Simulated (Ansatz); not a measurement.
Start from `C[S][Al]([CH3])[F]` and change one element to get `C[S][Ga]([CH3])[F]`.

Ansatz, PBE0-D4/def2-TZVP geometries, multiplicity 1. Each molecule was computed in one conformer, which needn't be the lowest.

Scalar relativity is left out up to krypton.

| property | `C[S][Al]([CH3])[F]` |
| --- | --- |
| zero-point energy (PBE0-D4/def2-TZVP) / kJ/mol | 203.8 |
| HOMO–LUMO gap (PBE0/def2-TZVPP) / eV | 6.93 |
| HOMO energy (PBE0/def2-TZVPP) / eV | -7.20 |
| HOMO energy (B3LYP/def2-TZVPP) / eV | -6.96 |
| ideal-gas entropy at 298 K and 1 bar (rigid rotor, harmonic PBE0-D4/def2-TZVP) / J/(mol·K) | 386 |
| HOMO energy (PBE/def2-TZVPP) / eV | -6.01 |

**Question.** Give the same properties after the change, and the shifts. (An estimate is asked.)

**Answer.** The calculation gave: 
```
                                                                                  property  `C[S][Ga]([CH3])[F]`  shift
                                            zero-point energy (PBE0-D4/def2-TZVP) / kJ/mol                 202.0   -1.8
                                                      HOMO–LUMO gap (PBE0/def2-TZVPP) / eV                  6.57  -0.36
                                                        HOMO energy (PBE0/def2-TZVPP) / eV                 -7.23  -0.03
                                                       HOMO energy (B3LYP/def2-TZVPP) / eV                 -6.99  -0.03
ideal-gas entropy at 298 K and 1 bar (rigid rotor, harmonic PBE0-D4/def2-TZVP) / J/(mol·K)                   411     25
                                                         HOMO energy (PBE/def2-TZVPP) / eV                 -6.02  -0.01
```

Modes under 60 cm⁻¹, often nearly free rotors, make the harmonic entropy too high.

B3LYP here is the variant with VWN-RPA as its local correlation; programs differ in this.
